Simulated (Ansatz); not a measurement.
Relaxation of Cl$_{2}$FH$_{3}$OW (8 atoms, charge 0, multiplicity 1), to a largest force component of 0.02 eV/Å in at most 40 steps.

These are results of RKS B3LYP/def2-SVP in Ansatz, not measurements.

```xyz
8
Properties=species:S:1:pos:R:3
W 0.000 0.000 0.000
O 0.000 0.000 1.940
H -0.909 -0.281 2.277
H 1.720 0.000 0.000
H 0.000 1.720 0.000
Cl -2.390 0.000 0.000
Cl 0.000 -2.390 0.000
F 0.000 0.000 -1.850
```

Q: Where does it end, and by what steps?

A: The forces met the threshold. The force dipped under the threshold on the way, but the program's further checks kept it going. After 23 steps the energy has fallen by 1.961 eV; Cl6 moved furthest, 0.88 Å.

| step | energy less start (eV) | largest force component (eV/Å) | accepted |
| --- | --- | --- | --- |
| 0 | 0.0000 | 2.116 | yes |
| 1 | -0.8362 | 1.243 | yes |
| 2 | -1.2588 | 1.874 | yes |
| 3 | -1.5468 | 1.498 | yes |
| 4 | -1.7090 | 2.344 | yes |
| 5 | -1.7905 | 1.786 | yes |
| 6 | -1.8837 | 0.837 | yes |
| 7 | -1.9202 | 0.321 | yes |
| 8 | -1.9202 | 0.562 | yes |
| 9 | -1.9328 | 0.275 | yes |
| 10 | -1.9423 | 0.271 | yes |
| 11 | -1.9437 | 0.543 | yes |
| 12 | -1.9489 | 0.121 | yes |
| 13 | -1.9558 | 0.112 | yes |
| 14 | -1.9593 | 0.063 | yes |
| 15 | -1.9594 | 0.074 | yes |
| 16 | -1.9360 | 1.610 | no |
| 17 | -1.9609 | 0.028 | yes |
| 18 | -1.9608 | 0.126 | no |
| 19 | -1.9612 | 0.030 | yes |
| 20 | -1.9613 | 0.006 | yes |
| 21 | -1.9613 | 0.037 | yes |
| 22 | -1.9614 | 0.021 | yes |
| 23 | -1.9614 | 0.001 | yes |

```xyz
8
Properties=species:S:1:pos:R:3
W -0.277 -0.218 -0.022
O -0.438 -0.256 1.798
H -0.555 -0.308 2.753
H 1.354 0.176 0.058
H 0.149 1.407 -0.022
Cl -2.373 0.837 -0.266
Cl 0.742 -2.346 -0.058
F -0.181 -0.244 -1.874
```

Time of the run: 61 s on 4 threads of Arm Neoverse V1, with other jobs on the host, peak memory 0.28 GiB.
